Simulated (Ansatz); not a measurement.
BH8NSi2, SMILES `NB[SiH2][SiH3]` at its PBE0-D4/def2-TZVP geometry, where that method's forces vanish. Total charge 0; spin multiplicity 1.

```xyz
12

N    -0.4251    0.4780    2.3377
B     0.1297    0.9267    1.1498
Si    0.9181   -0.3592   -0.1854
Si   -0.4518   -0.5026   -2.0799
H    -0.4413   -0.4897    2.6148
H    -0.8495    1.0937    3.0126
H     0.0960    2.1050    0.9291
H     1.0604   -1.7392    0.3742
H     2.2690    0.0802   -0.6421
H    -0.6248    0.8390   -2.7021
H     0.1199   -1.4199   -3.1038
H    -1.8005   -1.0120   -1.7050
```

Problem. What forces (eV/Å) does r2SCAN-D4/def2-TZVPP give on these atoms in Ansatz? (An estimate is asked.)

Solution. Ansatz gave: 
```
N1  -0.045 -0.030  0.092
B2   0.075  0.066 -0.156
Si3  0.014 -0.002  0.023
Si4 -0.010  0.000 -0.022
H5  -0.008 -0.013  0.020
H6  -0.014 -0.003  0.026
H7  -0.005 -0.022  0.012
H8   0.001  0.011 -0.006
H9  -0.014 -0.007 -0.001
H10  0.000 -0.027  0.009
H11 -0.016  0.016  0.012
H12  0.024  0.010 -0.010
```
